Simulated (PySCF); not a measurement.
B(AsH2)(H)2 (AsBH4), SMILES [AsH2]B.

Coordinates come from a r2SCAN-D4/def2-TZVP optimisation.

Level of theory: r2SCAN-D4/def2-TZVP (PySCF).

Frequencies are harmonic and unscaled.

Question: Give all harmonic wavenumbers and intensities. (Estimate from the structure and the level; the computed values follow.)

Answer: 
```json
[
 {"mode": "1", "ν (cm⁻¹)": "398", "IR (km/mol)": "25.6", "Raman (Å⁴/amu)": "7.0", "depolarisation": "0.49", "moving atoms (share of kinetic energy)": "H 82 %, B 10 %, As 9 %"},
 {"mode": "2", "ν (cm⁻¹)": "418", "IR (km/mol)": "0.1", "Raman (Å⁴/amu)": "2.2", "depolarisation": "0.75", "moving atoms (share of kinetic energy)": "H 100 %"},
 {"mode": "3", "ν (cm⁻¹)": "505", "IR (km/mol)": "6.1", "Raman (Å⁴/amu)": "1.6", "depolarisation": "0.75", "moving atoms (share of kinetic energy)": "H 98 %"},
 {"mode": "4", "ν (cm⁻¹)": "644", "IR (km/mol)": "3.8", "Raman (Å⁴/amu)": "29.9", "depolarisation": "0.19", "moving atoms (share of kinetic energy)": "B 60 %, H 32 %, As 8 %"},
 {"mode": "5", "ν (cm⁻¹)": "822", "IR (km/mol)": "3.1", "Raman (Å⁴/amu)": "5.5", "depolarisation": "0.75", "moving atoms (share of kinetic energy)": "H 82 %, B 16 %"},
 {"mode": "6", "ν (cm⁻¹)": "915", "IR (km/mol)": "3.1", "Raman (Å⁴/amu)": "4.3", "depolarisation": "0.74", "moving atoms (share of kinetic energy)": "H 79 %, B 19 %"},
 {"mode": "7", "ν (cm⁻¹)": "1010", "IR (km/mol)": "47.5", "Raman (Å⁴/amu)": "13.3", "depolarisation": "0.69", "moving atoms (share of kinetic energy)": "H 92 %"},
 {"mode": "8", "ν (cm⁻¹)": "1165", "IR (km/mol)": "49.8", "Raman (Å⁴/amu)": "3.3", "depolarisation": "0.01", "moving atoms (share of kinetic energy)": "H 86 %, B 14 %"},
 {"mode": "9", "ν (cm⁻¹)": "2240", "IR (km/mol)": "44.2", "Raman (Å⁴/amu)": "206.8", "depolarisation": "0.12", "moving atoms (share of kinetic energy)": "H 99 %"},
 {"mode": "10", "ν (cm⁻¹)": "2260", "IR (km/mol)": "55.2", "Raman (Å⁴/amu)": "122.9", "depolarisation": "0.75", "moving atoms (share of kinetic energy)": "H 99 %"},
 {"mode": "11", "ν (cm⁻¹)": "2589", "IR (km/mol)": "93.6", "Raman (Å⁴/amu)": "153.3", "depolarisation": "0.09", "moving atoms (share of kinetic energy)": "H 96 %"},
 {"mode": "12", "ν (cm⁻¹)": "2691", "IR (km/mol)": "77.2", "Raman (Å⁴/amu)": "73.9", "depolarisation": "0.75", "moving atoms (share of kinetic energy)": "H 88 %, B 12 %"}
]
```
